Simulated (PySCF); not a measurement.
Compound: [In(OMe)H3]-, CH6InO (charge -1).
Cartesian coordinates in Å at the PBE0-D3(BJ)/def2-SVP level; atoms count from 1:
```xyz
9
CH6InO angstrom
In    -0.359    0.605   -1.355
O     -0.287    0.547    0.750
C      0.324   -0.506    1.355
H     -0.093   -1.515    1.088
H      0.243   -0.450    2.471
H      1.425   -0.595    1.151
H      1.339    0.637   -1.914
H     -1.252    2.096   -1.723
H     -1.209   -0.888   -1.850
```

Computed, not measured: PBE0-D3(BJ)/def2-SVP geometry optimisation, gas phase, def2 core potentials past Kr in PySCF.

Q: Which atoms are bound to In1, and at what distances?

A: 4 atoms: H8 1.777 Å, H9 1.787 Å, H7 1.788 Å, O2 2.107 Å. The nearest atom not counted as bound is C3, at 3.01 Å.

Q: List the angles at In1.

A: 
```json
{"angle": "H8–In1–H9", "degrees": "113.9", "distance of the outer atoms (Å)": "2.99"}
{"angle": "H7–In1–H8", "degrees": "113.4", "distance of the outer atoms (Å)": "2.98"}
{"angle": "H7–In1–H9", "degrees": "112.4", "distance of the outer atoms (Å)": "2.97"}
{"angle": "O2–In1–H7", "degrees": "106.3", "distance of the outer atoms (Å)": "3.12"}
{"angle": "O2–In1–H9", "degrees": "105.7", "distance of the outer atoms (Å)": "3.11"}
{"angle": "O2–In1–H8", "degrees": "104.3", "distance of the outer atoms (Å)": "3.07"}
```

Q: What is the shape at In1?

A: Distorted tetrahedral: angles from 104.3° to 113.9°; τ4 = (360° − α − β)/141° = 0.94 with α and β the two widest (0 for a square, 1 for a tetrahedron).

Q: What are the other bond lengths?

A: O2–C3 1.359 Å; C3–H4, C3–H5, C3–H6 1.122 Å.

Q: Give some angles away from the centre.

A: In1–O2–C3 118.8°.

Q: What are the rotational constants (commonest isotopes, rigid rotor)?

A: A = 25682, B = 2910, C = 2787 MHz: a near-prolate asymmetric top.

Point group: near Cs, missed by 0.09 Å at most; the miss may be what the optimiser left on a soft mode. Charge -1, singlet. Not checked by PBE0-D3(BJ)/def2-SVP frequencies.
